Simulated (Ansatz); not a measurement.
Ansatz (a program for electronic structure) input (B3LYP/6-31G* with LANL2DZ past Ar): The .json file joins the Basis Set Exchange's 6-31G* for atoms up to Ar and LANL2DZ past it.

Ansatz 0.2 input:
```yaml
crystal:
  periodic: [false, false, false]
  atoms:
    - {symbol: Ga, position_ang: [-0.00000000, -0.00000000, -0.80249420]}
    - {symbol: Cl, position_ang: [0.00000000, 0.00000000, 1.46337178]}
basis:
  gaussian:
    orbitals: 6-31Gs+LANL2DZ.json
hamiltonian:
  xc: {name: B3LYP}
phonons: {temperatures: {t_min: 298.15, t_max: 298.15, t_step: 100}}
```

Problem. Which harmonic wavenumbers does it give?

Solution. 326 cm⁻¹ (unscaled; negative means imaginary).
